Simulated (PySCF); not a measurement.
Compound: C7H7FSi.
SMILES with atom numbers: `[CH:1]#[C:2][C@@H:3]1[SiH2:4]/[C:5](=[CH:6]\[F:7])[C:8]1=[CH2:9]`

Structure used (GFN2-xTB), in Å, numbered top down from 1:
```xyz
16
C7H7FSi angstrom
C      3.0173   -1.0607   -0.4088
C      2.1192   -0.3044   -0.1713
C      1.0155    0.5654    0.1259
Si     0.0698    0.3156    1.8061
C     -1.2280    0.0951    0.4410
C     -2.5353   -0.1009    0.3675
F     -3.2920   -0.2056    1.4777
C     -0.2565    0.2412   -0.6479
C     -0.3961    0.0938   -1.9560
H      3.8147   -1.7071   -0.6230
H      1.3292    1.5982   -0.0525
H      0.4253   -0.8889    2.5470
H     -0.0569    1.5077    2.6409
H     -3.1340   -0.1943   -0.5297
H      0.4420    0.2118   -2.6226
H     -1.3418   -0.1580   -2.4057
```

Probes without a nucleus sit at each ring's centroid and 1 Å off its mean plane on both sides; NICS is minus the shielding there, NICSzz its component along the normal. Level: GIAO PBE0/pcSseg-1 (PySCF, non-relativistic, gas phase) on the GFN2-xTB geometry, one conformer.

Ring bond lengths (Å), with Mayer bond orders in brackets: C3–Si4 1.944 (0.84), Si4–C5 1.896 (0.87), C5–C8 1.467 (1.01), C8–C3 1.524 (0.96).

Problem. Give the NICS values of each ring in ppm.

Solution. 
```json
{"ring": "C3–Si4–C5–C8", "type": "4-membered ring with Si; formal bonds all single", "NICS(0)": "1.2", "NICS(1), two faces": "-1.3 / -2.4", "NICS(1)zz, two faces": "4.1 / 1.9", "rms pucker (Å)": "0.03", "centre to ring atoms, mean (Å)": "1.20"}
```

Problem. What do they say, and how far can they be read as aromaticity?

Solution. 
- C3–Si4–C5–C8: mean NICS(1)zz 3.0 ppm, near zero. C3, Si4 have four or more neighbours; no verdict on aromaticity is drawn.

Problem. How shielded are the nuclei of the rings and their hydrogens (means over atoms taken as equivalent)?

Solution. 
```
atoms                      environment  σ isotropic (ppm)  principal values of the symmetric part, first atom (ppm)
   C3      sp3 carbon bound to silicon              163.2                                       147.5, 161.1, 181.1
  Si4                     SiH2 silicon              390.6                                       346.6, 401.0, 424.2
   C5  fully substituted alkene carbon               63.3                                        -27.3, 80.9, 136.3
   C8  fully substituted alkene carbon               34.2                                        -78.0, 45.0, 135.5
  H11                 methine hydrogen              28.53                                          24.7, 27.8, 33.1
  H12                    Si–H hydrogen              26.77                                          24.1, 25.2, 31.0
  H13                    Si–H hydrogen              26.64                                          23.8, 24.5, 31.6
```

Time: 1.8 min wall, 82 s CPU; peak memory 0.85 GiB. Hardware: one thread, Intel Xeon at 2.50 GHz (x86_64), no GPU (shared host). This is the whole shielding run at PBE0/pcSseg-1, SCF included.
